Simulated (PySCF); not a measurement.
Z-matrix (Å, degrees):
```
C
H 1 1.0946
H 1 1.0960 2 106.13
N 1 1.4496 2 107.66 3 114.74
H 4 1.0123 1 109.94 2 62.30
C 4 1.4457 5 110.19 1 -127.55
H 6 1.0920 4 109.46 5 -57.44
H 6 1.0940 7 107.37 4 118.32
H 6 1.1011 7 107.81 8 115.55
C 1 1.5242 2 109.29 3 -117.99
H 10 1.0921 1 111.89 2 176.31
H 10 1.0931 11 107.53 1 121.83
H 10 1.0941 11 107.92 12 115.94
```
Charge 0, multiplicity 1.

### Question
Predict the dipole moment, total energy, HOMO, HOMO–LUMO gap and LUMO from PBE-D3(BJ)/def2-TZVP // PBE0-D3(BJ)/def2-TZVP (PySCF 2.14.0).

### Answer

```yaml
dipole_moment: 0.186 e·Å
total_energy: -174.3054 Ha
HOMO: -4.82 eV
HOMO–LUMO gap: 5.21 eV
LUMO: 0.39 eV
```
